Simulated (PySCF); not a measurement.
Correlation energy of Bi⁺ (bismuth, charge +1)

[Xe] 4f14 5d10 6s1 6p3, high-spin 5S determinant (an excited configuration). Computed with PySCF 2.14 in aug-cc-pwCVDZ-PP with ECP60MDF, with scalar relativity through the core potential. Frozen: 5s2 5p6 5d10; 4 electrons correlated.

MP2 pair energies summed by pair of shells (mhartree):

```csv
pair,energy,share (%)
6p-6p,-9.23,79.8
6s-6p,-2.33,20.2
```

Total MP2 correlation energy: -11.56 mhartree.

Same-spin part -11.56 and opposite-spin part 0.00 mhartree; SCS-MP2 scales them by 1/3 and 6/5 to -3.85 mhartree.

Spin-orbit coupling is strong in this species, so the high-spin LS determinant is a model state.
